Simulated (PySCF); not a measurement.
B(OH)(OMe)(Ph), SMILES O(C)B(O)c1ccccc1 (GFN2-xTB optimised geometry):

```
19

B      0.454    -1.429     0.000
O     -0.225    -2.614    -0.003
H     -1.178    -2.538    -0.008
O      1.802    -1.429     0.000
C      2.579    -2.605     0.003
H      1.962    -3.489    -0.163
H      3.327    -2.522    -0.788
H      3.084    -2.692     0.968
C     -0.260    -0.014     0.000
C     -1.648     0.125    -0.045
C     -2.250     1.371    -0.044
C     -1.472     2.515     0.003
C     -0.092     2.403     0.048
C      0.501     1.155     0.046
H     -2.279    -0.755    -0.083
H     -3.327     1.450    -0.079
H     -1.940     3.489     0.005
H      0.520     3.293     0.084
H      1.576     1.062     0.080
```

Calculation: B3LYP/def2-SVP run with PySCF.

Q: What are the frontier orbital energies and the dipole moment?

A: HOMO-2 -8.11 eV, HOMO-1 -6.98 eV, HOMO -6.90 eV, LUMO -0.70 eV, LUMO+1 -0.10 eV; dipole moment 0.89 D.

On the same geometry PBE/def2-SVP (PySCF) gives HOMO-2 -6.81 eV, HOMO-1 -6.22 eV, HOMO -6.12 eV, LUMO -1.42 eV, LUMO+1 -0.88 eV; dipole moment 0.88 D.

Meta-Löwdin charges at B3LYP/def2-SVP: B1 0.40, O2 -0.49, H3 0.33, O4 -0.38, C5 -0.06, H6 0.10, H7 0.10, H8 0.10, C9 -0.11, C10 -0.09, C11 -0.10, C12 -0.09, C13 -0.10, C14 -0.08, H15 0.08, H16 0.10, H17 0.10, H18 0.10, H19 0.11.
